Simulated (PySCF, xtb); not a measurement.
Pt(OH)2 (H₂O₂Pt), SMILES [Pt]([OH])[OH] (connectivity only; charge and spin as stated), neutral, multiplicity 3. The values are those of a single conformer.

Harmonic wavenumbers (cm⁻¹) from GFN2-xTB (xtb) at its own minimum, in rising order: 116, 172, 215, 430, 487, 532, 566, 3601, 3606.

### Question
What does B3LYP-D3(BJ)/def2-TZVP (PySCF 2.14.0) give at its own minimum? (An estimate is asked for; the answer gives what the named calculation found.)

### Answer
157, 211, 342, 630, 632, 690, 704, 3805, 3807. Paired by order, the mean absolute difference is 139 cm⁻¹ and the zero-point energies are 13.9 and 15.7 kcal/mol.
